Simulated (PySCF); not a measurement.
One molecule, a ladder of functionals, a line

Molecule: `C(#N)[SiH](O)O`, CH₃NO₂Si.

Atoms are numbered as in `[N:1]#[C:2][SiH:3]([OH:4])[OH:5]`. Each H is labelled by its parent atom.

GIAO shieldings (ppm, equivalent atoms averaged) in PySCF on the PBE0-D3(BJ)/def2-SVP geometry, basis pcSseg-2, gas phase, non-relativistic:

```csv
functional,exact exchange (%),σ(N1),σ(Si3),σ(O4/O5)
BLYP,0,-90.0,381.1,247.8
BP86,0,-87.8,386.3,250.4
PBE,0,-88.7,386.3,249.8
B3LYP,20,-95.1,392.3,257.4
PBE0,25,-94.2,400.8,261.7
BHandHLYP,50,-100.5,410.5,268.6
HF,100,-105.6,445.5,283.7
```

(1) Fit each shielding as a line in the percentage of exact exchange.

(2) What does the line predict for mPW1PW91 (25 %), and what does the run give?

## Answers

(1) σ(N1) = -89.7 − 0.17 x (rms 1.5 ppm); σ(Si3) = 383.7 + 0.60 x (rms 2.7 ppm); σ(O4/O5) = 250.3 + 0.35 x (rms 1.5 ppm). The functionals also differ in their semilocal parts, which the line can't hold; Hartree–Fock has no correlation at all.

(2) σ(N1): -94.0 predicted, -95.3 computed; σ(Si3): 398.7 predicted, 400.5 computed; σ(O4/O5): 259.1 predicted, 262.0 computed ppm.
